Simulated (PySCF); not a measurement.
Record of a relaxation.

Species: 4'-ethylacetophenone, C₁₀H₁₂O.
Bonds: C1–C2, C2–C3, C3–C4 (aromatic), C4–C5 (aromatic), C5–C6 (aromatic), C6–C7, C7–C8, C7–O9 (double), C6–C10 (aromatic), C10–C11 (aromatic), C3–C11 (aromatic). Hydrogens: H12, H13, H14 on C1; H15, H16 on C2; H17 on C4; H18 on C5; H19, H20, H21 on C8; H22 on C10; H23 on C11.

Computed by this run: PBE0-D3(BJ)/def2-SVP geometry optimisation, gas phase in PySCF 2.14.0; density fitting, grid level 2; the optimiser is geomeTRIC in internal coordinates, started from a GFN2-xTB structure. The frame can shift and turn from step to step; on so coarse a grid that alone can change the energy by a few meV, and forces under 0.02 eV/Å are noise.

Step 0: E = -12589.8006 eV, largest atomic force 0.662 eV/Å
```
atom  x, y, z in Å  |  force x, y, z in eV/Å
C1     -3.477    0.445    0.409    0.170  -0.182  -0.557
C2     -2.708   -0.031   -0.826    0.120   0.172   0.628
C3     -1.249   -0.170   -0.503   -0.392   0.043  -0.310
C4     -0.372    0.888   -0.714   -0.051   0.000  -0.014
C5      0.963    0.788   -0.373    0.092  -0.137   0.091
C6      1.457   -0.385    0.197   -0.106  -0.196   0.057
C7      2.873   -0.569    0.598    0.346   0.154   0.017
C8      3.819    0.580    0.342   -0.089  -0.491   0.183
O9      3.256   -1.598    1.111   -0.025  -0.045   0.002
C10     0.575   -1.447    0.407    0.077   0.057   0.010
C11    -0.756   -1.341    0.062    0.092   0.036   0.006
H12    -3.094    1.406    0.746    0.118   0.384   0.188
H13    -4.535    0.552    0.180   -0.475   0.069  -0.018
H14    -3.367   -0.269    1.222    0.014  -0.247   0.377
H15    -3.110   -0.994   -1.150   -0.110  -0.259  -0.189
H16    -2.844    0.688   -1.636   -0.044   0.135  -0.299
H17    -0.742    1.803   -1.155   -0.159   0.387  -0.194
H18     1.613    1.629   -0.553    0.307   0.360  -0.076
H19     4.813    0.306    0.685    0.306  -0.112   0.119
H20     3.856    0.806   -0.721    0.003   0.186  -0.421
H21     3.487    1.467    0.877   -0.121   0.418   0.145
H22     0.963   -2.354    0.846    0.218  -0.358   0.187
H23    -1.424   -2.174    0.230   -0.292  -0.373   0.069
```

Step 1: E = -12589.8583 eV, largest atomic force 0.135 eV/Å
```
atom  x, y, z in Å  |  force x, y, z in eV/Å
C1     -3.578    0.361    0.351   -0.007   0.025   0.091
C2     -2.781   -0.114   -0.859   -0.040  -0.030  -0.126
C3     -1.315   -0.257   -0.561    0.024   0.007   0.038
C4     -0.429    0.802   -0.782   -0.035   0.055  -0.035
C5      0.917    0.693   -0.449    0.044   0.049  -0.004
C6      1.415   -0.486    0.118    0.043   0.047  -0.010
C7      2.851   -0.667    0.495   -0.059  -0.107   0.021
C8      3.802    0.482    0.279    0.032   0.092  -0.041
O9      3.236   -1.718    0.961    0.013   0.026   0.005
C10     0.532   -1.550    0.339    0.037  -0.054   0.026
C11    -0.808   -1.436    0.005   -0.075  -0.067   0.005
H12    -3.211    1.338    0.704   -0.019  -0.025  -0.006
H13    -4.648    0.463    0.114    0.025  -0.007  -0.008
H14    -3.481   -0.348    1.189   -0.009   0.025  -0.018
H15    -3.179   -1.084   -1.204    0.017   0.047   0.007
H16    -2.916    0.596   -1.693    0.001  -0.040   0.031
H17    -0.802    1.730   -1.226    0.010  -0.025   0.015
H18     1.582    1.539   -0.639   -0.021  -0.027   0.005
H19     4.798    0.190    0.633   -0.008  -0.008  -0.003
H20     3.857    0.744   -0.791    0.002  -0.006   0.039
H21     3.468    1.382    0.819    0.007  -0.033  -0.012
H22     0.936   -2.466    0.779   -0.007   0.025  -0.019
H23    -1.485   -2.278    0.181    0.024   0.031  -0.001
```

Step 2: E = -12589.8590 eV, largest atomic force 0.041 eV/Å
```
atom  x, y, z in Å  |  force x, y, z in eV/Å
C1     -3.584    0.360    0.349    0.002   0.003   0.012
C2     -2.782   -0.116   -0.859   -0.002  -0.004  -0.011
C3     -1.316   -0.256   -0.554   -0.001   0.004   0.012
C4     -0.431    0.806   -0.776   -0.001  -0.002  -0.002
C5      0.917    0.699   -0.446    0.019  -0.001   0.006
C6      1.418   -0.481    0.118   -0.033  -0.019  -0.004
C7      2.853   -0.670    0.493   -0.012  -0.001   0.002
C8      3.808    0.478    0.275    0.018   0.012  -0.012
O9      3.237   -1.721    0.959   -0.007   0.024  -0.006
C10     0.535   -1.546    0.339    0.001  -0.039   0.015
C11    -0.808   -1.435    0.010    0.014   0.028  -0.018
H12    -3.224    1.339    0.702   -0.001   0.000  -0.006
H13    -4.653    0.458    0.104   -0.002  -0.002  -0.003
H14    -3.491   -0.345    1.189    0.000  -0.001  -0.004
H15    -3.176   -1.086   -1.205   -0.001   0.003   0.004
H16    -2.916    0.591   -1.694    0.000  -0.001   0.003
H17    -0.807    1.732   -1.219    0.000  -0.001   0.002
H18     1.579    1.546   -0.636    0.002   0.003   0.000
H19     4.803    0.181    0.627    0.001  -0.002   0.000
H20     3.862    0.742   -0.793   -0.002  -0.001   0.002
H21     3.478    1.377    0.817   -0.003  -0.005   0.005
H22     0.942   -2.461    0.775    0.003  -0.003   0.001
H23    -1.483   -2.278    0.187    0.004   0.004   0.002
```

Step 3: E = -12589.8590 eV, largest atomic force 0.077 eV/Å
```
atom  x, y, z in Å  |  force x, y, z in eV/Å
C1     -3.587    0.361    0.348    0.004  -0.006  -0.022
C2     -2.780   -0.116   -0.859    0.015   0.006   0.038
C3     -1.314   -0.254   -0.550    0.007   0.003  -0.003
C4     -0.429    0.808   -0.770    0.009  -0.032   0.015
C5      0.919    0.697   -0.440   -0.026  -0.019   0.003
C6      1.417   -0.486    0.120    0.024   0.000   0.001
C7      2.853   -0.670    0.491    0.007   0.011   0.001
C8      3.806    0.480    0.269    0.001  -0.018   0.001
O9      3.242   -1.719    0.958   -0.005  -0.005   0.004
C10     0.535   -1.553    0.342   -0.019   0.069  -0.030
C11    -0.807   -1.434    0.013    0.001  -0.015  -0.001
H12    -3.230    1.341    0.699    0.005   0.009  -0.002
H13    -4.654    0.456    0.098   -0.010   0.001   0.001
H14    -3.495   -0.343    1.189    0.004  -0.010   0.004
H15    -3.172   -1.085   -1.205   -0.006  -0.015   0.001
H16    -2.913    0.590   -1.694    0.001   0.014  -0.010
H17    -0.803    1.736   -1.212   -0.004   0.009  -0.003
H18     1.583    1.542   -0.629    0.006   0.005   0.000
H19     4.802    0.185    0.617    0.001  -0.002   0.001
H20     3.855    0.745   -0.799   -0.001   0.003  -0.011
H21     3.475    1.378    0.812    0.000   0.008   0.010
H22     0.941   -2.469    0.775    0.002  -0.004   0.004
H23    -1.484   -2.275    0.188   -0.014  -0.012   0.002
```

Step 4: E = -12589.8592 eV, largest atomic force under 0.02 eV/Å
```
atom  x, y, z in Å  |  force x, y, z in eV/Å
C1     -3.588    0.360    0.348   -0.001  -0.001  -0.008
C2     -2.781   -0.116   -0.858    0.006   0.004   0.013
C3     -1.315   -0.254   -0.550    0.001   0.000  -0.002
C4     -0.430    0.808   -0.770   -0.002  -0.001   0.001
C5      0.917    0.699   -0.441   -0.012  -0.010   0.002
C6      1.417   -0.483    0.119    0.012   0.007  -0.004
C7      2.853   -0.669    0.490    0.005  -0.004   0.005
C8      3.809    0.479    0.270   -0.010  -0.002  -0.007
O9      3.239   -1.718    0.958    0.003  -0.009   0.007
C10     0.535   -1.549    0.341   -0.004   0.013  -0.006
C11    -0.808   -1.434    0.013    0.008  -0.002  -0.004
H12    -3.231    1.341    0.699    0.001   0.003  -0.001
H13    -4.655    0.455    0.099   -0.003   0.000   0.002
H14    -3.495   -0.344    1.189    0.002  -0.003   0.002
H15    -3.173   -1.087   -1.204   -0.002  -0.005   0.001
H16    -2.914    0.589   -1.694    0.001   0.005  -0.003
H17    -0.805    1.735   -1.212   -0.002   0.004  -0.001
H18     1.581    1.545   -0.631    0.003   0.002   0.000
H19     4.805    0.180    0.619   -0.002  -0.002   0.000
H20     3.861    0.743   -0.798   -0.002   0.003  -0.004
H21     3.481    1.377    0.814    0.001   0.003   0.005
H22     0.942   -2.465    0.774    0.001  -0.001   0.002
H23    -1.483   -2.276    0.189   -0.003  -0.003   0.000
```

Problem. Summarise the path.

Solution. The energy falls by 1.35 kcal/mol from step 0 to step 4; nine tenths of that is first reached at step 1. It never rises by more than 0.2 meV. The largest force goes from 0.662 to under 0.02 eV/Å. Among the bonds C8–H20 changes most (a near tie, within 0.001 Å, with another), from 1.088 to 1.101 Å; the atoms move by 0.047 Å rms after alignment.

What follows is the cost of the whole optimisation. Hardware: Arm Neoverse V2, one thread, shared host with 96 logical CPUs at a one-minute load of 49. Cost: 2.1 min wall, 0.99 GiB resident at most.
